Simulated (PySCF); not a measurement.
An excited-state table with gaps

Species: C5H10NOP.
SMILES: `NP1CCC(=O)CC1`

Computed with TDDFT wB97X-D/def2-SVPD, vertical, gas phase, core orbitals frozen in the response in PySCF 2.14.0, density-fitted response routines. One conformer (not necessarily the lowest) at the GFN2-xTB geometry, without solvent, vibrations or thermal averaging.

Lowest singlets, with some entries withheld (?).

| state | λ (nm) | f | main configurations (H = HOMO, L = LUMO) |
| --- | --- | --- | --- |
| S1 | 283.3 | 0.0001 | H-1→L (90%) |
| S2 | 201.4 | 0.010 | H→L (88%), H→L+1 (8%) |
| S3 | 189.9 | 0.049 | H→L+1 (55%), H-2→L+1 (14%), H-2→L (13%) |
| S4 | 188.1 | 0.041 | H-2→L (45%), H→L+1 (25%), H-2→L+1 (16%) |
| S5 | ? | 0.0097 | H-2→L+1 (50%), H-2→L (27%) |
| S6 | ? | 0.111 | H→L+3 (70%), H→L+2 (11%), H→L+6 (8%) |
| S7 | ? | 0.0047 | H-1→L+1 (53%), H-1→L+2 (29%) |
| S8 | ? | 0.040 | H→L+2 (69%), H→L+3 (10%) |

Problem. Fill in the withheld entries.

Solution. 
- S5: λ = 180.3 nm
- S6: λ = 172.6 nm
- S7: λ = 170.7 nm
- S8: λ = 165.6 nm

Problem. How far apart are S3 and S6, in eV and cm⁻¹?

Solution. 7.184 − 6.528 = 0.656 eV, or about 5290 cm⁻¹.

Problem. What is the mean static polarisability from the same response equations?

Solution. 91.1 au (13.50 Å³), with principal values 78.0, 89.6 and 105.7 au.

Problem. Where do the lowest triplets lie (Tamm–Dancoff)?

Solution. T1 3.84 eV, H-1→L (89%); T2 5.46 eV, H→L+1 (67%); T3 5.96 eV, H→L+3 (53%), H→L+6 (21%). E(S1) − E(T1) = +0.53 eV.
